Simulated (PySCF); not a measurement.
CH₃ (SMILES [CH3-]), charge -1, singlet, geometry from GFN2-xTB (in this run its highest filled SCF level lies above zero, so its values depend strongly on the basis, on diffuse functions most of all); DF-BHANDHLYP/def2-TZVP (PySCF).

Here is a job for PySCF.
```python
from pyscf import gto, scf, dft

mol = gto.Mole()
mol.atom = '''
    C     0.094435    0.098442    0.100706
    H    -0.627209   -0.621425    0.624633
    H     0.663992   -0.608499   -0.598808
    H    -0.603395    0.639270   -0.630059
'''
mol.basis = 'def2-tzvp'
mol.charge = -1
mol.spin = 0
mol.verbose = 4
mol.build()

mf = dft.RKS(mol)
mf.xc = 'bhandhlyp'
mf = mf.density_fit(auxbasis='def2-universal-jkfit')
mf.kernel()
```

The log (banner, timings and long lists left out):

```
PySCF version 2.14.0

[INPUT] verbose = 4
[INPUT] num. atoms = 4
[INPUT] num. electrons = 10
[INPUT] charge = -1
[INPUT] spin (= nelec alpha-beta = 2S) = 0
[INPUT] symmetry False subgroup None
[INPUT] Mole.unit = angstrom
[INPUT] Symbol           X                Y                Z      unit          X                Y                Z       unit  Magmom
[INPUT]  1 C      0.094435000000   0.098442000000   0.100706000000 AA    0.178456286573   0.186028419154   0.190306759100 Bohr   0.0
[INPUT]  2 H     -0.627209000000  -0.621425000000   0.624633000000 AA   -1.185253232862  -1.174323056958   1.180385298365 Bohr   0.0
[INPUT]  3 H      0.663992000000  -0.608499000000  -0.598808000000 AA    1.254763028902  -1.149896457072  -1.131583121199 Bohr   0.0
[INPUT]  4 H     -0.603395000000   0.639270000000  -0.630059000000 AA   -1.140251294932   1.208045219651  -1.190638952317 Bohr   0.0

nuclear repulsion = 9.20363456612171
number of shells = 23
number of NR pGTOs = 70
number of NR cGTOs = 49
basis = def2-tzvp
ecp = {}

******** <class 'pyscf.df.df_jk.DFRKS'> ********
method = DFRKS
initial guess = minao
damping factor = 0
level_shift factor = 0
DIIS = <class 'pyscf.scf.diis.CDIIS'>
diis_start_cycle = 1
diis_space = 8
diis_damp = 0
SCF conv_tol = 1e-09
SCF conv_tol_grad = None
SCF max_cycles = 50
direct_scf = False
XC library pyscf.dft.libxc version 7.1.2
    S. Lehtola, C. Steigemann, M. J. T. Oliveira, and M. A. L. Marques,  SoftwareX 7, 1–5 (2018)
XC functionals = bhandhlyp
    A. D. Becke,  J. Chem. Phys. 98, 1372 (1993)
    Defined through Gaussian implementation.
radial grids:
    Treutler-Ahlrichs [JCP 102, 346 (1995); DOI:10.1063/1.469408] (M4) radial grids

becke partition: Becke, JCP 88, 2547 (1988); DOI:10.1063/1.454033
pruning grids: <function nwchem_prune>
grids dens level: 3
symmetrized grids: False
atomic radii adjust function: <function treutler_atomic_radii_adjust>
small_rho_cutoff = 0
Set gradient conv threshold to 3.16228e-05
Initial guess from minao.
tot grids = 43544
******** <class 'pyscf.df.df.DF'> ********
auxbasis = def2-universal-jkfit
init E= -39.5370968414716
  HOMO = -0.228897340565965  LUMO = 0.0538349616644389  gap/eV = 7.69354
cycle= 1 E= -39.7328376421161  delta_E= -0.196  |g|= 0.455  |ddm|= 1.13
  HOMO = 0.148030684395195  LUMO = 0.318124054961519  gap/eV = 4.62848
cycle= 2 E= -39.7261320417368  delta_E= 0.00671  |g|= 0.51  |ddm|= 1.44
  HOMO = 0.0384285367762338  LUMO = 0.294089375152577  gap/eV = 6.95689
cycle= 3 E= -39.8038234927949  delta_E= -0.0777  |g|= 0.0114  |ddm|= 0.698
  HOMO = 0.0330563821228722  LUMO = 0.293452305953959  gap/eV = 7.08573
cycle= 4 E= -39.803868684636  delta_E= -4.52e-05  |g|= 0.00241  |ddm|= 0.0235
  HOMO = 0.0324106799337258  LUMO = 0.292939035864016  gap/eV = 7.08934
cycle= 5 E= -39.8038728467507  delta_E= -4.16e-06  |g|= 0.000691  |ddm|= 0.0192
  HOMO = 0.0324413302414897  LUMO = 0.292982100211006  gap/eV = 7.08968
cycle= 6 E= -39.8038732298878  delta_E= -3.83e-07  |g|= 0.000183  |ddm|= 0.00624
  HOMO = 0.0324809674912885  LUMO = 0.292993288192626  gap/eV = 7.08890
cycle= 7 E= -39.8038732876649  delta_E= -5.78e-08  |g|= 2.65e-05  |ddm|= 0.00423
  HOMO = 0.0324762146872715  LUMO = 0.292992443782204  gap/eV = 7.08901
cycle= 8 E= -39.803873289068  delta_E= -1.4e-09  |g|= 3.45e-06  |ddm|= 0.000748
  HOMO = 0.032476228365752  LUMO = 0.292992551071723  gap/eV = 7.08901
cycle= 9 E= -39.8038732890784  delta_E= -1.04e-11  |g|= 3.7e-07  |ddm|= 3.21e-05
  HOMO = 0.0324762775092147  LUMO = 0.292992560897464  gap/eV = 7.08901
Extra cycle  E= -39.8038732890786  delta_E= -1.85e-13  |g|= 1.29e-07  |ddm|= 3.64e-06
converged SCF energy = -39.8038732890786
```
